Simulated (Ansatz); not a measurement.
`F[SiH2]S[SiH](F)F` + HCl → `F[SiH](F)S[SiH2]Cl` + H–F  (ligand exchange at the Si–F bond)

Program: Ansatz. Geometries: PBE0-D4/def2-TZVP. ΔE: electronic, gas phase. CCSD(T)/CBS is the MP2 limit (def2-TZVPP, def2-QZVPP) plus CCSD(T) − MP2 in def2-TZVPP, frozen cores. This one scheme is used for every species. Functionals use def2-TZVPP. One conformer a species, not always the lowest.

CCSD(T)/CBS gives +9.0 kcal/mol.

Question: Another level gave +10.2 kcal/mol. Which?
A. HF/def2-TZVPP
B. SCS-MP2/def2-TZVPP
C. CAM-B3LYP-D4/def2-TZVPP
D. LDA (SPW92)/def2-TZVPP

Answer: B. SCS-MP2/def2-TZVPP 10.2, LDA (SPW92) 8.8, CAM-B3LYP-D4 11.4, HF/def2-TZVPP 13.0 kcal/mol.

Largest T1 diagnostic among the species: 0.012.

In def2-TZVPP, CCSD(T) changes the Hartree–Fock value by −2.9 kcal/mol (the triples alone add −0.6 kcal/mol) and MP2 by −4.3 kcal/mol. Leaving LDA and LC-ωPBE aside and taking each functional with its dispersion term where it has one, the values, not all of them listed here, spread over 4.5 kcal/mol, from revPBE-D4 to CAM-B3LYP-D4.
